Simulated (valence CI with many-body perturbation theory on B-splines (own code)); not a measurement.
Ag VII: E2, M1 decay

Calculated by relativistic CI+MBPT: five valence electrons over a frozen Dirac-Fock core [Kr], a basis of 7 s, 7 p, 8 d, 6 f, 4 g, 1 h functions for each j, with the one-electron correlation potential Σ1 (screened to all orders), the two-electron term Σ2, the three-electron term Σ3, Breit, model QED; selected single and double excitations, second order for the rest, scaled by the run's own slope (own B-spline code, finite nucleus).

Against 33 measured levels this calculation errs by 362 cm⁻¹ on average and by 1022 at most. These come from a selection out of Gamrath, thesis, University of Mons (2023). Levels without a partner in it may be off by more, other configurations by 1,000 to 8,000 cm⁻¹. Among the levels kept, up to 1600 cm⁻¹ of a level comes from second order outside the variational space, and about a tenth of that is noise between levels of different J, which matters for small intervals. Only levels of the ground parity were solved; by the run's estimate the other parity begins above the list, which can be wrong where configurations are misplaced.

Lines 1 to 50 of 108 in falling wavelength, among levels below 33.541 eV, chosen from the decays that carry over 1 % of a level's rate. Wavelengths and rates use the calculated energies, so an error of 400 cm⁻¹ moves a line at 25500 Å by 10 % and its rate by three times that or more. Electric multipoles are in the length gauge, E1 and E2 with the static RPA response of the core. Weak lines are less certain than strong ones. Lines between different terms over intervals too small for the method are left out, as are lines whose strength nearly cancels and 12 of this kind that miss the measured wavelength by over 7 %. Branching is blank where the lifetime is uncertain.

Names give the largest LS component (configuration and term), which can be under half, so a name can repeat, a term be missing and a line seem to break the LS rules; names also repeat where a configuration has a term twice. Letters in brackets count levels of one name in rising energy.

| λ vac (Å) | λ from measured levels | Upper | Lower | Type | A (s⁻¹) | Branch % |
| --- | --- | --- | --- | --- | --- | --- |
| 3.479e+05 | 3.521e+05 | 4d⁵ ⁴G_11/2 | 4d⁵ ⁴G_7/2 | E2 | 2.50e-13 |  |
| 1.994e+05 | 1.890e+05 | 4d⁵ ⁴G_9/2 | 4d⁵ ⁴G_7/2 | M1 | 5.49e-03 | 94.1 |
| 68560 | 65150 | 4d⁵ ²I_13/2 | 4d⁵ ²I_11/2 | M1 | 3.47e-02 | 23.6 |
| 61180 | 62070 | 4d⁵ ⁴P_1/2 | 4d⁵ ⁴P_3/2 | M1 | 2.44e-01 | 99.5 |
| 45240 | 42790 | 4d⁵ ⁴F_5/2 | 4d⁵ ⁴F_7/2 | M1 | 3.46e-01 | 4.4 |
| 34970 | 36400 | 4d⁵ ⁴F_3/2 | 4d⁵ ⁴F_5/2 | M1 | 6.90e-01 | 5.4 |
| 34310 | 35540 | 4d⁵ ⁴D_5/2 | 4d⁵ ⁴D_7/2 | M1 | 4.07e-01 | 2.4 |
| 25500 | 24510 | 4d⁵ ⁴D_1/2 | 4d⁵ ⁴P_1/2 | M1 | 1.98e+00 | 72.9 |
| 23250 | 22320 | 4d⁵ ⁴D_7/2 | 4d⁵ ⁴P_5/2 | M1 | 8.78e-01 |  |
| 23100 | 23530 | 4d⁵ ²F_7/2 [a] | 4d⁵ ⁴F_9/2 | M1 | 2.95e-01 | 1.2 |
| 22480 | 21310 | 4d⁵ ²H_9/2 | 4d⁵ ⁴F_9/2 | M1 | 1.02e+00 | 6.5 |
| 21600 | 21170 | 4d⁵ ²G_7/2 [a] | 4d⁵ ⁴F_5/2 | M1 | 9.07e-02 | 1.2 |
| 18580 | 18430 | 4d⁵ ²G_9/2 [a] | 4d⁵ ²H_9/2 | M1 | 1.85e+00 | 19.1 |
| 18180 | 17040 | 4d⁵ ²G_9/2 [a] | 4d⁵ ²F_7/2 [a] | M1 | 5.85e-01 | 6.0 |
| 18000 | 17570 | 4d⁵ ⁴D_1/2 | 4d⁵ ⁴P_3/2 | M1 | 7.31e-01 | 26.9 |
| 17860 | 17510 | 4d⁵ ⁴F_3/2 | 4d⁵ ²D_3/2 [a] | M1 | 7.30e-01 | 5.7 |
| 16760 | 16040 | 4d⁵ ²F_7/2 [a] | 4d⁵ ²D_5/2 [a] | M1 | 1.70e+00 | 7.0 |
| 16180 | 15860 | 4d⁵ ⁴D_5/2 | 4d⁵ ⁴P_3/2 | M1 | 4.34e-01 | 2.5 |
| 14990 | 14990 | 4d⁵ ²G_7/2 [a] | 4d⁵ ⁴F_9/2 | M1 | 9.81e-01 | 13.0 |
| 14990 | 14720 | 4d⁵ ⁴D_3/2 | 4d⁵ ⁴P_3/2 | M1 | 2.12e+00 | 14.3 |
| 14620 | 14160 | 4d⁵ ²G_7/2 [a] | 4d⁵ ⁴F_7/2 | M1 | 1.01e+00 | 13.4 |
| 13860 | 13710 | 4d⁵ ⁴D_5/2 | 4d⁵ ⁴P_5/2 | M1 | 6.79e-01 | 4.0 |
| 12970 | 12850 | 4d⁵ ⁴D_3/2 | 4d⁵ ⁴P_5/2 | M1 | 5.53e-01 | 3.7 |
| 12650 | 12790 | 4d⁵ ²D_5/2 [a] | 4d⁵ ⁴D_5/2 | M1 | 7.80e-01 | 2.2 |
| 12050 | 11290 | 4d⁵ ²H_11/2 | 4d⁵ ⁴F_9/2 | M1 | 5.20e-01 |  |
| 12040 | 11560 | 4d⁵ ²G_7/2 [a] | 4d⁵ ²D_5/2 [a] | M1 | 3.44e-01 | 4.6 |
| 11630 | 11490 | 4d⁵ ²F_5/2 [a] | 4d⁵ ⁴F_7/2 | M1 | 2.02e-01 | 1.1 |
| 10950 | 10720 | 4d⁵ ²F_5/2 [a] | 4d⁵ ²D_3/2 [a] | M1 | 2.44e+00 | 13.6 |
| 10670 | 10620 | 4d⁵ ⁴F_7/2 | 4d⁵ ⁴D_5/2 | M1 | 2.68e-01 | 8.7 |
| 10170 | 9882 | 4d⁵ ²G_9/2 [a] | 4d⁵ ⁴F_9/2 | M1 | 3.48e-01 | 3.6 |
| 9935 | 9714 | 4d⁵ ²F_5/2 [a] | 4d⁵ ²D_5/2 [a] | M1 | 5.01e+00 | 27.9 |
| 9244 | 9404 | 4d⁵ ²D_5/2 [a] | 4d⁵ ⁴D_7/2 | M1 | 7.40e-01 | 2.1 |
| 9124 | 9617 | 4d⁵ ⁴D_3/2 | 4d⁵ ⁴G_5/2 | M1 | 2.11e-01 | 1.4 |
| 9018 | 8880 | 4d⁵ ⁴F_5/2 | 4d⁵ ⁴D_3/2 | M1 | 3.13e-01 | 4.0 |
| 8635 | 8511 | 4d⁵ ⁴F_5/2 | 4d⁵ ⁴D_5/2 | M1 | 2.55e+00 | 32.2 |
| 8140 | 8179 | 4d⁵ ⁴F_7/2 | 4d⁵ ⁴D_7/2 | M1 | 9.18e-02 | 3.0 |
| 8028 | 7925 | 4d⁵ ⁴F_9/2 | 4d⁵ ⁴D_7/2 | M1 | 1.56e+00 | 28.8 |
| 8003 | 7631 | 4d⁵ ²I_11/2 | 4d⁵ ⁴G_9/2 | M1 | 4.69e-01 | 22.5 |
| 7868 | 7491 | 4d⁵ ²I_11/2 | 4d⁵ ⁴G_11/2 | M1 | 1.62e+00 | 77.5 |
| 7727 | 8054 | 4d⁵ ²H_11/2 | 4d⁵ ²I_13/2 | M1 | 3.25e+00 |  |
| 7470 | 7418 | 4d⁵ ²D_3/2 [a] | 4d⁵ ⁴P_1/2 | M1 | 1.61e+00 | 12.2 |
| 7210 | 7115 | 4d⁵ ²F_7/2 [a] | 4d⁵ ⁴D_5/2 | M1 | 3.51e-01 | 1.4 |
| 7169 | 7139 | 4d⁵ ⁴F_3/2 | 4d⁵ ⁴D_3/2 | M1 | 4.81e+00 | 37.8 |
| 7100 | 7080 | 4d⁵ ²D_5/2 [a] | 4d⁵ ⁴P_3/2 | M1 | 1.51e+00 | 4.3 |
| 7058 | 6719 | 4d⁵ ²I_13/2 | 4d⁵ ⁴G_11/2 | M1 | 1.12e-01 | 76.3 |
| 6944 | 7168 | 4d⁵ ²H_11/2 | 4d⁵ ²I_11/2 | M1 | 8.41e+00 |  |
| 6925 | 6898 | 4d⁵ ⁴F_3/2 | 4d⁵ ⁴D_5/2 | M1 | 1.87e+00 | 14.6 |
| 6657 | 6626 | 4d⁵ ²D_3/2 [a] | 4d⁵ ⁴P_3/2 | M1 | 6.12e+00 | 46.5 |
| 6638 | 6618 | 4d⁵ ⁴F_3/2 | 4d⁵ ⁴D_1/2 | M1 | 2.54e+00 | 20.0 |
| 6614 | 6616 | 4d⁵ ²D_5/2 [a] | 4d⁵ ⁴P_5/2 | M1 | 1.95e+01 | 55.8 |
